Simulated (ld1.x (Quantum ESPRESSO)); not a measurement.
## Configuration tests for lithium (Li) (TM)

lithium, norm-conserving Troullier–Martins (Kleinman–Bylander form), made with ld1.x (Quantum ESPRESSO) 7.5 (LDA (PZ), scalar-relativistic). Core [He], reference 2s1 2p0. Waves: 2s (bound): rc 2.00 bohr; 2p (bound, empty): rc 4.20 bohr; 3d channel at 0.2 Ry: rc 4.35 bohr. Local part: all-electron potential smoothed inside 4.10 bohr (lloc = -1). Core correction: Bessel-smoothed model core, default radius (core density twice the valence density).

Energies are relative to the spin-unpolarised reference configuration 2s1 2p0; without spin polarisation the order of configurations can differ from experiment. Spin-polarised rows fill each open shell by Hund’s rule, majority spin first.

| valence configuration | charge | ΔE all-electron (eV) | error AE − PS (meV) |
| --- | --- | --- | --- |
| 2s0.5 2p0 | +0.5 | 2.045 | -0.1 |
| 2s1 2p0 (spin-polarised) | 0 | -0.233 | +0.3 |
| 2s0.5 2p0 (spin-polarised) | +0.5 | 1.953 | -0.3 |

What are ΔE and the potential's error for 2s0 2p1?

ΔE = 1.754 eV all-electron; the error (AE − PS) is -5.1 meV.
